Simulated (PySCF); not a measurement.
Job file and geometry (Å, from GFN2-xTB) of an NMR shielding run on SMILES P([SiH2]C)(C)C1CC1, C$_{5}$H$_{13}$PSi, GIAO PBE0/pcSseg-1 NMR shielding, non-relativistic, gas phase in PySCF; density fitting, a coarse starting grid and PySCF grid level 2 are the driver's defaults:

```
$ OMP_NUM_THREADS=1 python probes_run.py task.json out

{"job": {"kind": "nmr", "xc": "PBE0", "basis": "pcSseg-1"}, "charge": 0, "multiplicity": 1}
C      2.566704     1.053844     0.165369
Si     1.843349    -0.673270    -0.141489
P     -0.184045    -0.734428     0.822020
C     -0.743050    -2.386173     0.202853
C     -1.086508     0.316834    -0.387443
C     -1.208288     1.784760    -0.102283
C     -2.408724     0.905589     0.015380
H      2.572278     1.286632     1.226295
H      3.587668     1.118182    -0.195947
H      1.984395     1.820534    -0.337717
H      1.832157    -0.947260    -1.590033
H      2.668560    -1.707928     0.495199
H     -0.654845    -2.457742    -0.879909
H     -0.134450    -3.157800     0.669155
H     -1.782360    -2.539079     0.490593
H     -0.977579     0.019565    -1.426966
H     -0.767925     2.160145     0.810096
H     -1.150499     2.474942    -0.931328
H     -3.182726     0.984118    -0.734213
H     -2.779261     0.689212     1.006735
```

Problem. Write the output of this run.

Solution. 
```
coarse grid: 16744 points
cycle   1  E = -828.5419990752  dE =  5.710e-01  |g| = 4.536e-01  |ddm| = 3.930e+00
cycle   2  E = -828.5272811324  dE =  1.472e-02  |g| = 5.145e-01  |ddm| = 8.283e-01
cycle   3  E = -828.5964444955  dE = -6.916e-02  |g| = 4.132e-02  |ddm| = 4.768e-01
cycle   4  E = -828.5967591204  dE = -3.146e-04  |g| = 2.427e-02  |ddm| = 8.292e-02
cycle   5  E = -828.5969115676  dE = -1.524e-04  |g| = 4.562e-03  |ddm| = 2.911e-02
cycle   6  E = -828.5969164601  dE = -4.893e-06  |g| = 1.444e-03  |ddm| = 6.306e-03
final grid: 149728 points
cycle   7  E = -828.6392366643  dE = -3.807e-05  |g| = 9.445e-03  |ddm| = 3.667e-02
cycle   8  E = -828.6392253796  dE =  1.128e-05  |g| = 1.159e-02  |ddm| = 1.782e-02
cycle   9  E = -828.6392594415  dE = -3.406e-05  |g| = 5.542e-04  |ddm| = 1.052e-02
cycle  10  E = -828.6392595064  dE = -6.488e-08  |g| = 2.584e-04  |ddm| = 9.859e-04
cycle  11  E = -828.6392595234  dE = -1.708e-08  |g| = 4.852e-05  |ddm| = 2.771e-04
cycle  12  E = -828.6392595240  dE = -5.505e-10  |g| = 1.366e-05  |ddm| = 7.934e-05
converged SCF energy = -828.6392595240

GIAO shielding tensors (ppm)
atom      isotropic    diamagn.    paramagn.     s11        s22        s33       span
  0 C      194.542     253.645     -59.103    188.476    195.948    199.201     10.725
  1 Si     386.341     882.068    -495.727    339.341    376.043    443.638    104.297
  2 P      436.815     969.433    -532.618    370.528    426.824    513.094    142.566
  3 C      177.035     253.613     -76.578    163.821    179.388    187.895     24.074
  4 C      176.059     254.883     -78.823    145.281    160.361    222.536     77.256
  5 C      181.575     252.189     -70.614    151.571    179.180    213.974     62.402
  6 C      179.050     256.163     -77.113    142.343    178.280    216.529     74.186
  7 H       31.522      31.312       0.210     26.929     29.327     38.310     11.381
  8 H       31.425      28.479       2.946     26.166     27.764     40.347     14.181
  9 H       31.317      33.254      -1.937     25.633     31.157     37.161     11.528
 10 H       27.509      30.924      -3.415     24.301     26.081     32.144      7.842
 11 H       27.491      30.580      -3.089     23.556     25.795     33.123      9.567
 12 H       30.484      31.980      -1.496     25.866     28.878     36.708     10.842
 13 H       30.751      30.592       0.159     25.544     27.754     38.955     13.412
 14 H       30.138      30.704      -0.565     24.803     27.969     37.643     12.841
 15 H       31.235      34.462      -3.227     24.342     29.421     39.942     15.600
 16 H       31.435      32.550      -1.115     26.108     28.725     39.472     13.364
 17 H       31.025      31.396      -0.372     25.831     25.961     41.282     15.451
 18 H       30.927      31.351      -0.424     24.872     26.322     41.587     16.715
 19 H       31.426      32.340      -0.915     25.406     28.687     40.184     14.778
```

Size and cost of the density-fitted run: 198 basis functions, 32 s wall time on 1 thread of an Arm Neoverse V1, shared host; peak memory 0.89 GiB.
